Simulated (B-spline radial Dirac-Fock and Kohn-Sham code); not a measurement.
# X-ray form factors of silver in several charge states

Model: relativistic Hartree-Fock (Dirac-Fock) wave functions, averaged over the configuration. Program: a radial B-spline solver.

Configurations: Ag²⁵⁺ [Ar] 3d4; Ag²⁷⁺ [Ar] 3d2; Ag²⁹⁺ [Ne] 3s2 3p6. The first column is f₀ of Ag²⁵⁺, the others are differences from it.

```
s (Å⁻¹)   Ag²⁵⁺  Δ Ag²⁷⁺  Δ Ag²⁹⁺
      0  22.000   -2.000   -4.000
   0.05  21.970   -1.995   -3.990
    0.1  21.879   -1.980   -3.962
   0.15  21.729   -1.955   -3.915
    0.2  21.521   -1.921   -3.850
   0.25  21.259   -1.879   -3.769
    0.3  20.944   -1.828   -3.671
   0.35  20.582   -1.769   -3.560
    0.4  20.175   -1.704   -3.435
   0.45  19.729   -1.633   -3.299
    0.5  19.247   -1.558   -3.154
    0.6  18.201   -1.396   -2.842
    0.7  17.077   -1.226   -2.514
    0.8  15.915   -1.056   -2.182
    0.9  14.752   -0.892   -1.859
      1  13.620   -0.738   -1.554
    1.1  12.545   -0.598   -1.273
    1.2  11.546   -0.473   -1.022
    1.4   9.816   -0.275   -0.614
    1.6   8.461   -0.138   -0.326
```

Values without a named source are computed, but for edge energies of neutral atoms, which are taken from tables.
